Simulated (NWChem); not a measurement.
System: borohydride (BH4 anion); SMILES [BH4-]

Results from NWChem. Pople sets run with spherical d functions. Sets without diffuse functions describe the anion's extra electron poorly. Geometry: optimised at B3LYP/def2-SVPD. Static field.

```json
[
 {"level": "CAM-B3LYP/6-31G*", "basis functions": "22", "isotropic polarisability (bohr³)": "?", "anisotropy (bohr³)": "0.0"},
 {"level": "CAM-B3LYP/6-31+G*", "basis functions": "26", "isotropic polarisability (bohr³)": "27.1", "anisotropy (bohr³)": "0.0"},
 {"level": "CAM-B3LYP/def2-SVP", "basis functions": "34", "isotropic polarisability (bohr³)": "23.1", "anisotropy (bohr³)": "0.0"},
 {"level": "CAM-B3LYP/def2-SVPD", "basis functions": "52", "isotropic polarisability (bohr³)": "35.6", "anisotropy (bohr³)": "0.0"},
 {"level": "CAM-B3LYP/def2-TZVP", "basis functions": "55", "isotropic polarisability (bohr³)": "29.6", "anisotropy (bohr³)": "0.0"},
 {"level": "CAM-B3LYP/aug-cc-pVDZ", "basis functions": "59", "isotropic polarisability (bohr³)": "39.0", "anisotropy (bohr³)": "0.0"},
 {"level": "CAM-B3LYP/d-aug-cc-pVDZ", "basis functions": "84", "isotropic polarisability (bohr³)": "40.9", "anisotropy (bohr³)": "0.0"},
 {"level": "CAM-B3LYP/def2-TZVPD", "basis functions": "73", "isotropic polarisability (bohr³)": "38.1", "anisotropy (bohr³)": "0.0"},
 {"level": "CAM-B3LYP/aug-cc-pVTZ", "basis functions": "138", "isotropic polarisability (bohr³)": "40.4", "anisotropy (bohr³)": "0.0"}
]
```

### Question
Complete the blanks.

### Answer

- CAM-B3LYP/6-31G*, isotropic polarisability (bohr³): 19.8
